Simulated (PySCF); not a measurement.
Coordinates in bohr (charge 0 multiplicity 3):
```
W    -0.1578    0.0006    0.1507
N     1.9366   -0.0070   -2.1662
H     1.9512   -0.0071    2.5832
```

Level of theory: UPBE0 in PySCF with W def2-TZVP with ECP60, N def2-TZVP, H def2-TZVP; scalar-relativistic core potentials, no spin–orbit coupling; density-fitted integrals.

This geometry of HWN is a stationary point at this level.

(1) What is the point group?

(2) Is it a minimum?

(3) List the harmonic modes with their infrared intensities.

## Answers

(1) Cs.

(2) Yes: all harmonic wavenumbers are real.

(3) 
| symmetry | ω (cm⁻¹) | IR (km/mol) | type |
| --- | --- | --- | --- |
| a' | 668 | 29.4 | bend |
| a' | 1143 | 62.7 | stretch |
| a' | 1990 | 91.4 | stretch |

Other isomers or separated fragments may lie lower. Other spin states or occupations of the open shell can lie lower. With an element this heavy the missing spin–orbit coupling can shift these numbers.
